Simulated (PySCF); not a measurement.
Highest occupied level (eV) of eight silicon and germanium compounds: PBE beside CAM-B3LYP, computed with PySCF for isolated molecules in the bases named; differences from unrounded values. The eight are the first of their class met in an unordered collection, after screening for sound electronic states; none was chosen by its value. Each molecule has one DFT geometry for both levels.

```csv
molecule,basis,CAM-B3LYP,PBE,difference
"C4H5ClSi, SMILES ClC1=C[SiH2]C=C1",def2-TZVP,-8.22,[?],[?]
"CH₅F₃Si₂, SMILES [SiH](F)(F)[Si@@H](F)C",def2-TZVP,-9.77,-7.09,2.68
"C2H9NOSi, SMILES CO[Si@H](C)N",def2-TZVP,-8.88,-5.94,2.94
"C3H10OSi2, SMILES C=C[C@H]([SiH3])[SiH2]O",def2-TZVP,-8.36,-6.01,2.35
"N-(silylmethyl)propan-1-amine (C4H13NSi), SMILES CCCNC[SiH3]",def2-TZVP,-7.94,-5.15,2.79
"Si(F)(Me)(SH)2 (CH5FS2Si), SMILES C[Si](F)(S)S",def2-TZVP,-8.93,[?],[?]
"CH₆F₂OSi₂, SMILES [SiH2](F)C([SiH2]F)O",def2-TZVP,-9.18,-6.26,2.92
"C3H5FOSi, SMILES C1OC=C1[SiH2]F",def2-TZVP,-8.32,[?],[?]
```

### Question
Fill in the missing entries. (Estimate from the structure and the level; the computed values follow.)

### Answer

- C4H5ClSi, SMILES ClC1=C[SiH2]C=C1, PBE: -5.95
- C4H5ClSi, SMILES ClC1=C[SiH2]C=C1, difference: 2.27
- C3H5FOSi, SMILES C1OC=C1[SiH2]F, PBE: -5.81
- C3H5FOSi, SMILES C1OC=C1[SiH2]F, difference: 2.51
- Si(F)(Me)(SH)2 (CH5FS2Si), SMILES C[Si](F)(S)S, PBE: -6.38
- Si(F)(Me)(SH)2 (CH5FS2Si), SMILES C[Si](F)(S)S, difference: 2.55

PBE lies below CAM-B3LYP in 0 and above it in 8 of the eight; the mean signed difference is 2.63 and the largest 2.94 eV.
